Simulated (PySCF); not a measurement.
Job for PySCF: D3(BJ) and D4 dispersion corrections on C5H12 (SMILES CCCCC), a point of a torsion scan.

```python
from pyscf import gto
from pyscf.dispersion import dftd3, dftd4

mol = gto.M(
    atom='''
    C     2.30966067    0.61850345    0.40493115
    C     0.97466372   -0.07093655    0.66092297
    C     0.07612968   -0.04437086   -0.57658357
    C    -1.02955649   -1.09930895   -0.54422517
    C    -2.03767605   -0.86869449    0.57573546
    H     2.85412986    0.11303263   -0.38976105
    H     2.92482530    0.60892669    1.30209640
    H     2.15415638    1.65371549    0.10746917
    H     1.16355429   -1.11001395    0.94261325
    H     0.47076348    0.41405203    1.49829139
    H    -0.36739719    0.94743196   -0.68704738
    H     0.69487695   -0.22732478   -1.45929778
    H    -1.55480598   -1.08579414   -1.50248805
    H    -0.57923288   -2.08791638   -0.42867515
    H    -2.83834088   -1.60325140    0.52320116
    H    -1.56146907   -0.95379077    1.54902352
    H    -2.47693503    0.12325747    0.49268979
    ''',
    basis='def2-svp',
    charge=0, spin=0, verbose=0, max_memory=1800)
d3, d4 = {}, {}
for xc in ['hf', 'pbe', 'blyp', 'revpbe', 'tpss', 'r2scan', 'b3lyp', 'pbe0', 'bhlyp', 'camb3lyp', 'b2plyp']:
    d3[xc] = float(dftd3.DFTD3Dispersion(mol, xc=xc, version='d3bj', atm=False).get_dispersion()['energy'])
    print(f'D3(BJ) {xc:10s} {d3[xc]:14.8f} Eh')
for xc in ['hf', 'pbe', 'blyp', 'revpbe', 'tpss', 'r2scan', 'b3lyp', 'pbe0', 'bhlyp', 'camb3lyp', 'b2plyp']:
    d4[xc] = float(dftd4.DFTD4Dispersion(mol, xc={'camb3lyp': 'cam-b3lyp'}.get(xc, xc), atm=True).get_dispersion()['energy'])
    print(f'D4     {xc:10s} {d4[xc]:14.8f} Eh')
```

It printed:

```
D3(BJ) hf            -0.09065863 Eh
D3(BJ) pbe           -0.01225794 Eh
D3(BJ) blyp          -0.02474258 Eh
D3(BJ) revpbe        -0.03169802 Eh
D3(BJ) tpss          -0.01502670 Eh
D3(BJ) r2scan        -0.00351013 Eh
D3(BJ) b3lyp         -0.02006456 Eh
D3(BJ) pbe0          -0.01027917 Eh
D3(BJ) bhlyp         -0.01499650 Eh
D3(BJ) camb3lyp      -0.00876722 Eh
D3(BJ) b2plyp        -0.00889599 Eh
D4     hf            -0.04158537 Eh
D4     pbe           -0.01095681 Eh
D4     blyp          -0.02445974 Eh
D4     revpbe        -0.03868129 Eh
D4     tpss          -0.01479664 Eh
D4     r2scan        -0.00293158 Eh
D4     b3lyp         -0.01726700 Eh
D4     pbe0          -0.00917662 Eh
D4     bhlyp         -0.01160654 Eh
D4     camb3lyp      -0.00909223 Eh
D4     b2plyp        -0.00766364 Eh
```

The run finished.

Cost: about 0.020 core-seconds (a rough figure).
